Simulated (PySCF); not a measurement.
Fill in the blanks.

Species: C8H11NO.
Atom-mapped SMILES: `[CH2:1]=[CH:2][C:3](=[O:4])[NH:5][CH2:6][CH2:7][C:8]#[C:9][CH3:10]` (hydrogens: H11, H12 on C1; H13 on C2; H14 on N5; H15, H16 on C6; H17, H18 on C7; H19, H20, H21 on C10)

Conformer (atom-mapped SMILES and torsion angles): `[CH2:1]=[CH:2][C:3](=[O:4])[NH:5][CH2:6][CH2:7][C:8]#[C:9][CH3:10]`: C1–C2–C3–O4 -1°, C2–C3–N5–C6 -174°, C3–N5–C6–C7 109°, N5–C6–C7–C8 60°.

```csv
property,level,value
point group of the GFN2-xTB geometry,GFN2-xTB,?
"rotational constants A, B, C of the GFN2-xTB geometry",GFN2-xTB,?
dipole moment,PBE0/pcSseg-1,3.87 D
HOMO energy,PBE0/pcSseg-1,?
LUMO energy,PBE0/pcSseg-1,?
13C chemical shifts (computed TMS as zero) by class,GIAO PBE0/pcSseg-1,?
1H chemical shifts (computed TMS as zero) by class,GIAO PBE0/pcSseg-1,"6.92 (H12), 6.03 (H11), 5.97 (H13), 5.43 (H14), 3.69 (H15/H16), 2.31 (H17/H18), 2.03 (H19/H20/H21) ppm"
"isotropic shieldings of nuclei other than C and H, by class",GIAO PBE0/pcSseg-1,?
```

Electronic properties: PySCF, gas phase, density fitting. One conformer (not necessarily the lowest) at the GFN2-xTB geometry, without solvent or vibrations. GFN2-xTB frequencies show an imaginary mode (29i cm⁻¹), so this geometry is no minimum at that level. NMR classes are plain means over equivalent atoms (diastereotopic ones count apart unless rotation or inversion swaps them), as if these changed places fast; in this geometry the members of some classes differ.

Q: Give the LUMO energy.

A: -0.91 eV.

Q: The rotational constants A, B, C of the GFN2-xTB geometry?

A: 2.332, 0.598, 0.497 GHz.

Q: Give the isotropic shieldings of nuclei other than C and H, by class.

A: 130 (N5), -30 (O4) ppm.

Q: Give the point group of the GFN2-xTB geometry.

A: C1.

Q: The 13C chemical shifts (computed TMS as zero) by class?

A: 165.2 (C3), 137.5 (C2), 136.9 (C1), 84.8 (C8), 84.3 (C9), 40.3 (C6), 24.0 (C7), 4.6 (C10) ppm.

Q: What is the HOMO energy?

A: -7.19 eV.

With B = h/(8π²I), that is 505.379 GHz u Å² over I, the principal moments of inertia are 216.7, 845.6 and 1016.9 u Å² (most abundant isotopes); the inertial defect Ic − Ia − Ib is -45.4 u Å² (zero for a rigid planar frame, negative otherwise). The dipole matches unit charges of opposite sign 0.80 Å apart (1 e·Å = 4.8032 D). The rotational constants make it an asymmetric top with κ = (2B − A − C)/(A − C) = -0.89, nearer the prolate limit (−1). A dipole of 3.87 D is allowed in C1, and pure rotational transitions are dipole-allowed.
